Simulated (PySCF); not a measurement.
Parent: `[F:1][B:2]([F:3])[SiH3:4]`, BF2H3Si.

Method: PBE0-D3(BJ)/def2-SVP geometry optimisation, gas phase (PySCF). One conformer each, not checked by frequencies here.

| coordinate of the parent | value |
| --- | --- |
| F1–B2 | 1.320 Å |
| B2–F3 | 1.319 Å |
| B2–Si4 | 2.035 Å |
| F1–B2–F3 | 116.3° |
| F1–B2–Si4 | 120.4° |
| F3–B2–Si4 | 123.3° |

Problem. How does the shared frame change in `[NH2:1][SiH2:2][B:3]([F:4])[F:5]` with H–N1–Si2–B3 -36° and 178°, N1–Si2–B3–F4 12°, BF2H4NSi? Atoms pair as F1 = F4, B2 = B3, F3 = F5, Si4 = Si2 (parent first).

Solution. 
| parent | relative | value in the relative | change |
| --- | --- | --- | --- |
| F1–B2 | F4–B3 | 1.323 Å | +0.003 |
| B2–F3 | B3–F5 | 1.319 Å | 0.000 |
| B2–Si4 | B3–Si2 | 2.029 Å | -0.006 |
| F1–B2–F3 | F4–B3–F5 | 116.1° | -0.2 |
| F1–B2–Si4 | F4–B3–Si2 | 121.6° | +1.2 |
| F3–B2–Si4 | F5–B3–Si2 | 122.3° | -1.0 |

Of the parent's bonds, B2–Si4 changes most (-0.006 Å). Bonds of the relative outside the shared frame: N1–Si2 1.730 Å.

Problem. How does the shared frame change in `[CH3:1][SiH2:2][B:3]([F:4])[F:5]` with C1–Si2–B3–F4 67°, CH5BF2Si? Atoms pair as F1 = F4, B2 = B3, F3 = F5, Si4 = Si2 (parent first).

Solution. 
```tsv
parent	relative	value in the relative	change
F1–B2	F4–B3	1.322 Å	+0.002
B2–F3	B3–F5	1.321 Å	+0.002
B2–Si4	B3–Si2	2.037 Å	+0.002
F1–B2–F3	F4–B3–F5	115.7°	-0.6
F1–B2–Si4	F4–B3–Si2	121.0°	+0.6
F3–B2–Si4	F5–B3–Si2	123.3°	0.0
```

No shared bond changes by more than 0.004 Å. Bonds of the relative outside the shared frame: C1–Si2 1.886 Å.
